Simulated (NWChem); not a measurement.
System: AlAsH₄O; SMILES [AlH]([AsH2])[OH]

Input file for NWChem:

```
start job
memory heap 200 mb stack 900 mb global 1100 mb
geometry units angstroms noautoz
  Al    -0.522298    -1.238114     0.046352
  As    -0.082357     1.144746     0.059842
  H     -1.312936     1.394304    -0.809866
  H      0.840189     0.999429    -1.146505
  H     -1.961002    -1.882372     0.259185
  O      0.843901    -2.246923    -0.117623
  H      0.842719    -3.205469    -0.090291
end
basis spherical
  Al library def2-svp
  As library def2-svp
  H library def2-svp
  O library def2-svp
end
dft
  xc slater pw91lda
  iterations 150
  mulliken
end
task dft energy
```

Structure relaxed at the PBE0/def2-SVP level.

Question: What results follow from this input? (LDA (Slater exchange, PW92)/def2-SVP.) Quantities: energy (Ha); highest occupied level (eV); orbital gap (eV); dipole (D).

Answer: 
```json
{
 "energy (Ha)": "-2550.66",
 "highest occupied level (eV)": "-6.12",
 "orbital gap (eV)": "4.39",
 "dipole (D)": "1.64"
}
```
